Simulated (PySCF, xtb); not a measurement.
Si(NH2)(SH) (H3NSSi), SMILES S[Si]N (connectivity only; charge and spin as stated), neutral, multiplicity 1.

GFN2-xTB (xtb) at its own geometry gives an orbital gap of 2.87 eV and a dipole moment of 2.69 D.

Geometry: r2SCAN-D4/def2-TZVP. The values are those of a single conformer.

### Question
What does B3LYP/def2-TZVPD (PySCF) give? (Estimate from the structure and the level; the computed values follow.)

### Answer
gap 5.02 eV (levels -6.56 and -1.54 eV), dipole 1.49 D.
